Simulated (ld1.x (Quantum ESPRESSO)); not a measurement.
**Configuration tests for I (ultrasoft)**

```
Element                 : iodine
Generator               : ld1.x (Quantum ESPRESSO) 7.5
Type                    : ultrasoft
Functional              : BLYP
Relativity              : scalar-relativistic
Frozen core             : [Kr] 4d10
Valence charge          : 7
Reference configuration : 5s2 5p5
Partial waves           : 5s (bound): rcut 1.60, rcutus 2.10 bohr; 5s channel at -0.35 Ry: rcut 1.60, rcutus 2.10 bohr; 5p (bound): rcut 1.80, rcutus 2.20 bohr; 5p channel at -0.2 Ry: rcut 1.80, rcutus 2.20 bohr
Local potential         : all-electron potential smoothed inside 2.00 bohr (lloc = -1)
Core correction         : none
Augmentation charge     : PSQ, radius 1.60 bohr
```

Energies are relative to the spin-unpolarised reference configuration 5s2 5p5; without spin polarisation the order of configurations can differ from experiment.

| valence configuration | charge | ΔE all-electron (eV) | error AE − PS (meV) |
| --- | --- | --- | --- |
| 5s2 5p4 | +1 | 10.959 | -7.0 |
| 5s2 5p2 | +3 | 59.874 | +21 |
| 5s1 5p5 | +1 | 21.982 | +8.1 |
| 5s2 5p1 | +4 | 99.276 | +87 |
| 5s2 5p5.3 | -0.3 | -1.732 | +0.1 |

What are ΔE and the potential's error for 5s2 5p3?

ΔE = 30.652 eV all-electron; the error (AE − PS) is +11 meV.

What are ΔE and the potential's error for 5s2 5p4.5?

ΔE = 4.446 eV all-electron; the error (AE − PS) is -5.0 meV.

Levels in the configuration 5s2 5p5.3:

| level | all-electron (eV) | pseudo (eV) |
| --- | --- | --- |
| 5s | -14.866 | -14.864 |
| 5p | -4.655 | -4.656 |

ld1.x printed “convergence not achieved” for 7 of the counted tests; their residual had stalled under 1e-8, short of the target of 1e-14.

Note: ghost state, extra bound levels that the all-electron valence spectrum of the same l lacks: d at -0.78 eV. A true bound ghost makes a file unfit for plane-wave use.
